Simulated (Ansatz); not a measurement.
Program: Ansatz. Geometries: PBE0-D4/def2-TZVP. ΔE: electronic, gas phase. CBS: MP2 limit from def2 TZ/QZ plus the TZ coupled-cluster correction, frozen cores. DFT in def2-TZVPP. For Br outer-core shells are correlated without core-valence functions, which leaves a few kJ/mol of doubt a bond. Scalar relativity is left out up to krypton. Each species was taken in one conformer, which may not be the lowest.

Consider the formal exchange of groups at a C–Br bond: `C=CBr` + `CC(F)S` → `C=CC(C)(F)S` + HBr.

```
      species  PBE0-D4 energy (Eh)
      `C=CBr`          -2651.77991
     `CC(F)S`           -577.01494
`C=CC(C)(F)S`           -654.34761
          HBr          -2574.45906
```

(1) Work out ΔE.

Largest T1 diagnostic among the species: 0.011.

## Answers

(1) ΔE = (-654.34761) + (-2574.45906) − (-2651.77991) − (-577.01494) = -0.01182 Eh = -0.32 eV. CCSD(T)/CBS gives -0.36 eV.

From PBE to PBE0 (25 % exact exchange), in def2-TZVPP and without D4, ΔE moves by −0.05 eV. The D4 term adds −0.09 eV with B3LYP and −0.05 eV with PBE0; it sums over pairs of atoms, weighted by their polarisabilities, and B3LYP, whose exchange is more repulsive, gets the larger term. In def2-TZVPP, CCSD(T) changes the Hartree–Fock value by −0.08 eV (the triples alone add −0.01 eV) and MP2 by −0.08 eV.

B3LYP here is the variant with VWN-RPA as its local correlation; programs differ in this.
